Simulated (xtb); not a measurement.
xtb input (GFN2-xTB):

```bash
xtb mol.xyz --gfn 2 --sp --chrg 0 --uhf 0
```
mol.xyz:
```
11

O      2.54337867    -0.20297214    -0.22127023
C      1.48526247    -0.19671782     0.35406590
C      0.22251529     0.30545071    -0.21721732
C     -0.80071793     0.97960813     0.70474372
C     -1.07115216    -0.36433907     0.17244047
F     -2.01079431    -0.49614349    -0.81379430
H      1.40286716    -0.58506376     1.39420051
H      0.27990607     0.67478841    -1.23219863
H     -1.34242310     1.80856646     0.27250203
H     -0.55526505     1.07742978     1.75418328
H     -1.05041173    -1.23066387     0.82142672
```

End of the output:

```
         :::::::::::::::::::::::::::::::::::::::::::::::::::::
         ::                     SUMMARY                     ::
         :::::::::::::::::::::::::::::::::::::::::::::::::::::
         :: total energy             -19.859945237001 Eh    ::
         :: gradient norm              0.020528882480 Eh/a0 ::
         :: HOMO-LUMO gap              3.772629632019 eV    ::
         ::.................................................::
         :: SCC energy               -20.059592265130 Eh    ::
         :: -> isotropic ES            0.034887672037 Eh    ::
         :: -> anisotropic ES          0.000991440756 Eh    ::
         :: -> anisotropic XC          0.001361539050 Eh    ::
         :: -> dispersion             -0.005371377223 Eh    ::
         :: repulsion energy           0.199647028129 Eh    ::
         :: add. restraining           0.000000000000 Eh    ::
         :: total charge              -0.000000000000 e     ::
         :::::::::::::::::::::::::::::::::::::::::::::::::::::

           -------------------------------------------------
          |                Property Printout                |
           -------------------------------------------------

    * Orbital Energies and Occupations

         #    Occupation            Energy/Eh            Energy/eV
      -------------------------------------------------------------
         1        2.0000           -0.8314520             -22.6250
       ...           ...                  ...                  ...
         5        2.0000           -0.6198080             -16.8658
         6        2.0000           -0.6119631             -16.6524
         7        2.0000           -0.5831032             -15.8670
         8        2.0000           -0.5766149             -15.6905
         9        2.0000           -0.5528751             -15.0445
        10        2.0000           -0.5472916             -14.8926
        11        2.0000           -0.5349987             -14.5581
        12        2.0000           -0.5288217             -14.3900
        13        2.0000           -0.5034355             -13.6992
        14        2.0000           -0.5002641             -13.6129
        15        2.0000           -0.4652035             -12.6588
        16        2.0000           -0.4541151             -12.3571
        17        2.0000           -0.4201221             -11.4321 (HOMO)
        18                         -0.2814805              -7.6595 (LUMO)
        19                         -0.0854648              -2.3256
        20                          0.0032829               0.0893
        21                          0.0606051               1.6491
        22                          0.0769031               2.0926
        23                          0.1001842               2.7262
        24                          0.1449045               3.9431
        25                          0.2378183               6.4714
        26                          0.2633042               7.1649
        27                          0.2962484               8.0613
        28                          0.3022676               8.2251
        29                          0.5953811              16.2011
      -------------------------------------------------------------
                  HL-Gap            0.1386416 Eh            3.7726 eV
             Fermi-level           -0.3508013 Eh           -9.5458 eV

     #   Z          covCN         q      C6AA      α(0)
     1   8 O        0.856    -0.319    20.127     6.015
     2   6 C        2.757     0.209    23.567     7.950
     3   6 C        3.856    -0.053    21.488     6.593
     4   6 C        3.805    -0.073    21.900     6.662
     5   6 C        3.664     0.155    18.334     6.141
     6   9 F        0.784    -0.230    11.551     4.015
     7   1 H        0.921     0.019     2.742     2.590
     8   1 H        0.925     0.088     1.903     2.157
     9   1 H        0.926     0.082     1.956     2.187
    10   1 H        0.925     0.064     2.155     2.296
    11   1 H        0.925     0.058     2.217     2.329

 Mol. C6AA /au·bohr⁶  :       1127.974947
 Mol. C8AA /au·bohr⁸  :      25137.023110
 Mol. α(0) /au        :         48.933279

Wiberg/Mayer (AO) data.
largest (>0.10) Wiberg bond orders for each atom

 ---------------------------------------------------------------------------
     #   Z sym  total        # sym  WBO       # sym  WBO       # sym  WBO
 ---------------------------------------------------------------------------
     1   8 O    2.093 --     2 C    1.894
     2   6 C    3.931 --     1 O    1.894     3 C    1.057     7 H    0.929
     3   6 C    3.935 --     2 C    1.057     8 H    0.962     5 C    0.908
                             4 C    0.903
     4   6 C    3.938 --     5 C    1.000    10 H    0.976     9 H    0.973
                             3 C    0.903
     5   6 C    3.870 --     4 C    1.000    11 H    0.961     6 F    0.946
                             3 C    0.908
     6   9 F    1.041 --     5 C    0.946
     7   1 H    1.000 --     2 C    0.929
     8   1 H    0.992 --     3 C    0.962
     9   1 H    0.993 --     4 C    0.973
    10   1 H    0.996 --     4 C    0.976
    11   1 H    0.997 --     5 C    0.961
 ---------------------------------------------------------------------------

Topologies differ in total number of bonds
Writing topology from bond orders to xtbtopo.mol

molecular dipole:
                 x           y           z       tot (Debye)
 q only:       -0.590       0.352       0.793
   full:       -0.700       0.311       0.990       3.181
molecular quadrupole (traceless):
                xx          xy          yy          xz          yz          zz
 q only:       -8.661      -0.928       4.665      -1.105      -0.886       3.996
  q+dip:      -11.988      -1.454       6.007      -0.890      -2.491       5.980
   full:      -11.837      -1.072       6.449      -0.767      -1.628       5.388

           -------------------------------------------------
          | TOTAL ENERGY              -19.859945237001 Eh   |
          | GRADIENT NORM               0.020528882480 Eh/α |
          | HOMO-LUMO GAP               3.772629632019 eV   |
           -------------------------------------------------

------------------------------------------------------------------------
Note: The following floating-point exceptions are signalling: IEEE_DENORMAL
normal termination of xtb
------------------------------------------------------------------------
 total:
 SCF:
```
